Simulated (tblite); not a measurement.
C3H3FN2S.
Geometry (GFN2-xTB, Å), atoms numbered from 1 in this order:
```xyz
10
C3H3FN2S angstrom
F     -2.2618   -0.1160    1.1585
C     -1.6445    0.1662   -0.0283
C     -0.1746   -0.0066    0.0825
N      0.6604    0.1944   -0.8885
C      1.9098   -0.0506   -0.4585
N      2.0796   -0.4260    0.7771
S      0.6428   -0.5079    1.5363
H     -1.8935    1.2009   -0.2946
H     -2.0569   -0.5118   -0.7859
H      2.7477    0.0621   -1.1212
```

Calculated harmonic vibrations of the isolated species, GFN2-xTB (tblite), most abundant isotopes, no scaling. Errors from tens to a few hundred cm⁻¹ against measured bands are possible. One conformer, not necessarily the lowest.

Problem. How many normal modes are there?

Solution. 10 atoms, non-linear: 3N − 6 = 24.

Problem. What is the point group of the computed structure, and how do the modes divide by symmetry?

Solution. Cs. The vibrations span 16 a′ + 8 a″.

Problem. How many distinct wavenumbers does the calculation give?

Solution. 24: Cs has no degenerate species.

Problem. How many fundamentals are allowed in the infrared by symmetry?

Solution. 24 of 24: in Cs every mode is allowed. All fundamentals are allowed in the Raman spectrum.

Problem. How large is the harmonic zero-point energy?

Solution. Half the sum of the wavenumbers, 13552 cm⁻¹, or 162.1 kJ/mol from 24 modes, 53.8 kJ/mol of it from above 1550 cm⁻¹.

Problem. What thermal excitation has the softest real mode at 500 K?

Solution. θ = hcν̃/k = 52 K for 35.8 cm⁻¹, so N1/N0 = 0.9 and ⟨v⟩ = 1/(exp(θ/T) − 1) = 9.2.
